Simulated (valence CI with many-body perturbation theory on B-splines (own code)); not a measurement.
**Dy⁵³⁺: calculated level list**

Calculated by configuration interaction combined with many-body perturbation theory (CI+MBPT): three valence electrons over a frozen Dirac-Fock core [Ne], radial functions for each j: 11 s, 11 p, 10 d, 8 f, 5 g, 2 h, with the one-electron correlation potential Σ1 (screened to all orders), the two-electron term Σ2, the three-electron term Σ3, Breit, model QED; selected single and double excitations, second order for the rest, scaled by the run's own slope (own B-spline code, finite nucleus).

The last digits are not significant, and no measured levels were compared; by estimate large intervals hold to a few tenths of a per cent, small ones and those within an open d or f shell to about a per cent.

Levels 1 to 45 of 157, with energies above the lowest level, (3s^2 3p1/2) J=1/2. "Leading %" is the weight of the configuration and term that name the level; weights of strongly mixed levels are sums over their largest components and can fall short. In the jj column 3d3/2^4 stands for four electrons in 3d with j = 3/2.

```csv
No.,Configuration,Term,J,E (× 10³ cm⁻¹),Leading %,g,Second component,Leading jj
1,3s2.3p,2P°,1/2,0.00,99,0.652,,3s^2 3p1/2 (99 %)
2,3s.3p2,4P,1/2,1123.6,56,2.164,29 % 3s.3p2 2S,3s 3p1/2^2 (98 %)
3,3s2.3p,2P°,3/2,1705.3,99,1.323,,3s^2 3p3/2 (99 %)
4,3s.3p2,4P,3/2,2625.6,90,1.642,7 % 3s.3p2 2D,3s 3p1/2 3p3/2 (99 %)
5,3s.3p2,2D,5/2,2749.1,58,1.347,40 % 3s.3p2 4P,3s 3p1/2 3p3/2 (97 %)
6,3s.3p2,2D,3/2,2903.3,54,0.959,27 % 3s.3p2 2P,3s 3p1/2 3p3/2 (83 %)
7,3s.3p2,2P,1/2,2973.1,70,1.238,28 % 3s.3p2 4P,3s 3p1/2 3p3/2 (97 %)
8,3s2.3d,2D,3/2,3329.5,82,0.829,9 % 3s.3p2 2D,3s^2 3d3/2 (82 %)
9,3s2.3d,2D,5/2,3657.5,95,1.208,4 % 3s.3p2 4P,3s^2 3d5/2 (95 %)
10,3p3,2P°,3/2,4018.5,33,1.173,21 % 3p3 2D°,3p1/2^2 3p3/2 (71 %)
11,3s.3p.3d,4F°,3/2,4128.5,69,0.611,13 % 3s.3p.3d 2D°,3s 3p1/2 3d3/2 (82 %)
12,3s.3p.3d,4F°,5/2,4218.6,46,1.031,27 % 3s.3p.3d 2F°,3s 3p1/2 3d3/2 (97 %)
13,3s.3p.3d,4D°,1/2,4400.9,61,0.384,32 % 3s.3p.3d 2P°,3s 3p1/2 3d3/2 (98 %)
14,3s.3p2,4P,5/2,4428.7,56,1.415,41 % 3s.3p2 2D,3s 3p3/2^2 (96 %)
15,3s.3p.3d,4D°,3/2,4434.2,37,1.299,21 % 3s.3p.3d 4P°,3s 3p1/2 3d3/2 (85 %)
16,3s.3p.3d,4P°,5/2,4611.6,38,1.351,30 % 3s.3p.3d 4D°,3s 3p1/2 3d5/2 (99 %)
17,3s.3p2,2S,1/2,4681.4,68,1.901,16 % 3s.3p2 4P,3s 3p3/2^2 (98 %)
18,3s.3p.3d,4F°,7/2,4700.4,47,1.244,30 % 3s.3p.3d 2F°,3s 3p1/2 3d5/2 (97 %)
19,3s.3p2,2P,3/2,4729.0,63,1.195,29 % 3s.3p2 2D,3s 3p3/2^2 (98 %)
20,3s.3p.3d,2F°,5/2,4776.1,51,1.043,19 % 3s.3p.3d 2D°,3s 3p1/2 3d5/2 (96 %)
21,3s.3p.3d,2D°,3/2,4814.1,38,1.116,34 % 3s.3p.3d 2P°,3s 3p1/2 3d5/2 (84 %)
22,3p2.3d,2D,3/2,5494.3,39,0.770,36 % 3p2.3d 4F,3p1/2^2 3d3/2 (99 %)
23,3p3,2D°,5/2,5680.9,71,1.160,12 % 3s.3p.3d 2D°,3p1/2 3p3/2^2 (71 %)
24,3p3,4S°,3/2,5712.7,47,1.401,44 % 3p3 2D°,3p1/2 3p3/2^2 (91 %)
25,3p3,2P°,1/2,5822.9,83,0.688,14 % 3s.3p.3d 2P°,3p1/2 3p3/2^2 (83 %)
26,3s.3p.3d,4D°,3/2,5932.2,42,1.307,37 % 3s.3p.3d 4P°,3s 3p3/2 3d3/2 (98 %)
27,3s.3p.3d,4P°,1/2,5943.1,83,2.235,14 % 3s.3p.3d 4D°,3s 3p3/2 3d3/2 (97 %)
28,3s.3p.3d,4D°,5/2,5949.4,45,1.243,21 % 3s.3p.3d 4F°,3s 3p3/2 3d3/2 (82 %)
29,3s.3p.3d,4F°,7/2,5975.8,41,1.253,30 % 3s.3p.3d 2F°,3s 3p3/2 3d3/2 (89 %)
30,3p2.3d,2D,5/2,5976.3,31,1.194,22 % 3p2.3d 4D,3p1/2^2 3d5/2 (97 %)
31,3s.3p.3d,2D°,3/2,6157.9,63,0.986,23 % 3s.3p.3d 4P°,3s 3p3/2 3d3/2 (80 %)
32,3s.3p.3d,4F°,9/2,6177.1,100,1.324,,3s 3p3/2 3d5/2 (100 %)
33,3s.3p.3d,2F°,5/2,6268.7,68,0.963,8 % 3s.3p.3d 4F°,3s 3p3/2 3d3/2 (90 %)
34,3s.3p.3d,2P°,1/2,6300.4,68,0.608,20 % 3s.3p.3d 4D°,3s 3p3/2 3d3/2 (85 %)
35,3s.3p.3d,2D°,5/2,6340.8,49,1.326,36 % 3s.3p.3d 4P°,3s 3p3/2 3d5/2 (94 %)
36,3s.3p.3d,2F°,7/2,6411.2,67,1.218,28 % 3s.3p.3d 4D°,3s 3p3/2 3d5/2 (90 %)
37,3s.3p.3d,2P°,3/2,6426.1,44,1.160,36 % 3s.3p.3d 2D°,3s 3p3/2 3d5/2 (78 %)
38,3s.3p.3d,2F°,7/2,6538.2,72,1.197,20 % 3s.3p.3d 4D°,3s 3p3/2 3d5/2 (98 %)
39,3s.3p.3d,2P°,1/2,6611.3,84,0.697,7 % 3p3 2P°,3s 3p3/2 3d5/2 (89 %)
40,3s.3p.3d,2P°,3/2,6680.7,78,1.302,7 % 3s.3p.3d 2D°,3s 3p3/2 3d5/2 (98 %)
41,3s.3p.3d,2D°,5/2,6698.8,64,1.115,26 % 3s.3p.3d 2F°,3s 3p3/2 3d5/2 (92 %)
42,3p2.3d,2F,5/2,7019.1,51,0.937,35 % 3p2.3d 4F,3p1/2 3p3/2 3d3/2 (91 %)
43,3p2.3d,4F,3/2,7073.8,40,0.915,24 % 3p2.3d 4D,3p1/2 3p3/2 3d3/2 (98 %)
44,3p2.3d,4D,1/2,7093.2,81,0.165,16 % 3p2.3d 2P,3p1/2 3p3/2 3d3/2 (99 %)
45,3p2.3d,2G,7/2,7117.4,47,1.035,27 % 3p2.3d 2F,3p1/2 3p3/2 3d3/2 (93 %)
```

The ionisation energy to 3s2 1S_0 of the next ion comes out as 5067 eV (NIST: 5066 ± 5 eV (theoretical)). All 157 levels together are meant to be complete up to 19976 × 10³ cm⁻¹.
